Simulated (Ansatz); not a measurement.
Two shapes of doublet H₄(+) in separate pieces.

Shape 1:

```xyz
4

H     0.0000    0.3710    0.0000
H     0.0000   -0.3710    0.0000
H     0.0000    0.3710    6.0000
H     0.0000   -0.3710    6.0000
```

Shape 2:

```xyz
4

H     0.0000    0.3710    0.0000
H     0.0000   -0.3710    0.0000
H     0.0000    0.3710    3.0000
H     0.0000   -0.3710    3.0000
```

Basis set: cc-pVDZ (spherical functions). All electrons are correlated. Correlation on ROHF uses semicanonical orbitals with singles. Charge 1, multiplicity 2.

Computed with Ansatz (development build ahead of 0.2.0); the reference of a correlated method needn't be the lowest determinant of its kind.

(1) Which shape is lower in energy, and by how much in each method?

## Answers

(1)

```csv
method,E(2) − E(1) (eV)
ROHF-CCSD,-0.232
UHF-CCSD,-0.237
ROHF-CCSD(T),-0.242
UHF-CCSD(T),-0.243
```

Shape 2 is lower. Caution: the reference determinant was not shown to be the lowest; the charge can sit on one fragment and break the point group; a plain start can end on a higher determinant.
